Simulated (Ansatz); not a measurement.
`N[SiH](N)Cl` + `N[SiH3]` → `N[SiH](Cl)N[SiH3]` + NH₃  (ligand exchange at the Si–N bond)

Isolated molecules relaxed with PBE0-D4/def2-TZVP in Ansatz; ΔE leaves out vibrations. CCSD(T)/CBS adds triple-zeta CCSD(T) − MP2 to the extrapolated MP2 energy (def2 sets, frozen cores). This one scheme is used for every species. Functionals use def2-TZVPP. B3LYP here is the variant with VWN-RPA as its local correlation; programs differ in this. One conformer a species, not always the lowest.

| level | ΔE (kJ/mol) |
| --- | --- |
| PBE-D4 | -11.3 |
| r2SCAN-D4 | -10.1 |
| PBE0-D4 | -11.3 |
| B3LYP-D4 | -12.0 |
| r2SCAN | -8.4 |
| MP2/def2-TZVPP | -14.0 |
| MP2/def2-QZVPP | -13.8 |
| CCSD/CBS(def2) | -11.3 |

**Question.** What does CCSD(T)/CBS give? (Best estimate.)

**Answer.** Computed: -13.2 kJ/mol. The listed levels differ from it by 1.9, 3.1, 1.9, 1.2, 4.8, -0.8, -0.6, 1.9 kJ/mol.

Largest T1 diagnostic among the species: 0.010.

In def2-TZVPP, CCSD(T) changes the Hartree–Fock value by −10.4 kJ/mol (the triples alone add −1.9 kJ/mol) and MP2 by −10.8 kJ/mol. The D4 term adds −9.1 kJ/mol with B3LYP and −5.3 kJ/mol with PBE0; it sums over pairs of atoms, weighted by their polarisabilities, and B3LYP, whose exchange is more repulsive, gets the larger term.
